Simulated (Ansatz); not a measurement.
Start from `FC[SiH](F)CCl` and change one atom or group to get `FC[SiH](F)F`.

Ansatz, PBE0-D4/def2-TZVP geometries, multiplicity 1. Each molecule was computed in one conformer, which needn't be the lowest.

| property | `FC[SiH](F)CCl` |
| --- | --- |
| LUMO energy (B3LYP/def2-TZVPP) / eV | -0.38 |
| HOMO energy (B3LYP/def2-TZVPP) / eV | -8.15 |
| HOMO energy (PBE/def2-TZVPP) / eV | -6.98 |
| size of the dipole moment (PBE/def2-TZVPP) / D | 0.88 |
| LUMO energy (PBE/def2-TZVPP) / eV | -1.14 |
| ideal-gas entropy at 298 K and 1 bar (rigid rotor, harmonic PBE0-D4/def2-TZVP) / J/(mol·K) | 377 |

Task: Give the same properties after the change, and the shifts. (An estimate is asked.)

Result: The calculation gave: 
```csv
property,`FC[SiH](F)F`,shift
LUMO energy (B3LYP/def2-TZVPP) / eV,-0.17,0.21
HOMO energy (B3LYP/def2-TZVPP) / eV,-8.92,-0.77
HOMO energy (PBE/def2-TZVPP) / eV,-7.53,-0.55
size of the dipole moment (PBE/def2-TZVPP) / D,1.32,0.44
LUMO energy (PBE/def2-TZVPP) / eV,-0.88,0.26
"ideal-gas entropy at 298 K and 1 bar (rigid rotor, harmonic PBE0-D4/def2-TZVP) / J/(mol·K)",330,-47
```

With PBE0 the HOMO falls by 0.75 eV and the LUMO rises by 0.22 eV, so the gap widens by about 0.97 eV. PBE moves the HOMO by -0.55 eV and ωB97M-V by -0.80 eV. The zero-point energy changes by -67.3 kJ/mol with -9 modes. Dipoles are sizes alone; their direction can turn. Modes under 60 cm⁻¹, often nearly free rotors, make the harmonic entropy too high.

B3LYP here is the variant with VWN-RPA as its local correlation; programs differ in this.
